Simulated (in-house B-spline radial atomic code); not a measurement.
# PBEsol excitations of Ta⁵⁺

Method: PBEsol. Computed with a B-spline radial code for spherical atoms: linear response of the closed shell [Xe] 4f14 with the functional's adiabatic kernel; scalar-relativistic (spin-free one-electron X2C), finite nucleus, no spin-orbit coupling, no double excitations, S, P, D and F terms only; shells from n = 3 respond. Only terms of natural parity with L up to 3 were computed.

Spin-orbit coupling is strong here, so these LS terms don't match observed levels.

Command:
```bash
python run_td.py task.json out
```
Settings (radii: box in bohr, nucleus in fm):
```
Z                        73
electrons                68
configuration            [Xe] 4f14
hamiltonian              x2c
method                   pbesol
box_radius               16.35
rms_radius               5.3507
intervals                70
```

Time taken, with all properties: 6.4 s on 1 thread of Arm Neoverse N1, with other jobs on the host.

The lowest states, in the order of their Tamm-Dancoff energies; the method's threshold (minus the highest occupied level) is 82.34 eV. Labels give the largest channel, * marks a mixed state, and oscillator strengths are full-response dipole values. Semilocal kernels can invert the small singlet-triplet splittings of Rydberg terms. Energies in eV:

```csv
state,full response,Tamm-Dancoff,oscillator strength
4f → 5d 3P,27.604,27.639,-
4f → 5d 3F,27.959,27.974,-
4f → 5d 1F,28.596,28.608,-
4f → 5d 1P,30.06,30.30,0.146
4f → 6s 3F,35.56,35.56,-
4f → 6s 1F,35.72,35.72,-
5p → 5d 3P,39.43,39.49,-
5p → 5d 3F,39.88,39.93,-
5p → 5d 1F,42.02,42.07,-
4f → 6p 3D,44.87,44.88,-
4f → 6p 1D,?,?,-
5p → 6s 3P,?,?,-
```

(1) Where does 5p → 6s 3P lie?

(2) Where does 4f → 6p 1D lie?

(3) How large is the singlet-triplet splitting of 4f → 5d (F terms) in Tamm-Dancoff?

(4) What polarisabilities and dispersion coefficient does the method give?

Results:

(1) At 48.21 eV in full response, 48.22 eV in Tamm-Dancoff.

(2) At 45.19 eV in full response, 45.20 eV in Tamm-Dancoff.

(3) 0.634 eV, from the unrounded values.

(4) Dipole 2.531 bohr³, quadrupole 3.575 bohr⁵, C6 10.52 hartree·bohr⁶ for two such species.
